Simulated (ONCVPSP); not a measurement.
# Pseudopotential generation for copper: ONCV, PBEsol, scalar-relativistic.

| Property | Result |
| --- | --- |
| Element | Cu |
| Generator | ONCVPSP 4.0.1 |
| Type | optimised norm-conserving Vanderbilt (ONCV) |
| Functional | PBEsol |
| Relativity | scalar-relativistic |
| Frozen core | [Ar] |
| Valence charge | 11 |
| Reference configuration | 3d10 4p1 |
| Partial waves | s scattering state at 0.17 Ha: rc 2.80 bohr, ncon 4, nbas 7, qcut 2.5 1/bohr, 2 projectors, debl 0.4 Ha; 4p: rc 3.60 bohr, ncon 3, nbas 7, qcut 2.1 1/bohr, 2 projectors, debl 2.3 Ha; 3d: rc 1.25 bohr, ncon 4, nbas 8, qcut 12.4 1/bohr, 2 projectors, debl 1.2 Ha |
| Local potential | polynomial inside 0.85 bohr (lpopt 5, dvloc0 0 Ha) |
| Core correction | Teter function, fcfact 4.25, rcfact 1.1 |

In the s channel the program set the typed energies aside and used 0.050, 0.450 Ha.

* Cutoffs needed: 62 Ha and 69 Ha (the cutoffs (Ha) at which the residual kinetic energy of the hardest occupied pseudo-wave falls to 1 and 0.1 mHa per electron)
* Ghost test: ghosts flagged at negative energy: s at -112.9 eV (a further GHOST(-) flag falls on a real empty level of the atom); GHOST(+) flagged for p at 48.7 eV; a true bound ghost makes a file unfit for plane-wave use
* Largest excitation error: +70 meV (all-electron minus pseudo) for 3d9 4s1 4p0, out of 4 test configurations
* rms error of d²Exc/dni dnj: 7.58 mHa without and 4.59 mHa with the model core
